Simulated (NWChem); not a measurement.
Molecule: C$_{3}$H$_{5}$NOSi; SMILES [SiH3]c1cocn1

Results from NWChem. Structure relaxed at the B3LYP/6-31G* (spherical d) level.

For level PW6B95/def2-TZVP:

- highest occupied level (eV) = -7.55
- orbital gap (eV) = 7.21

Task: What are these values for level PBE/def2-TZVP?

Result: 
| Property | Result |
|---|---|
| highest occupied level (eV) | -6.42 |
| orbital gap (eV) | 5.00 |
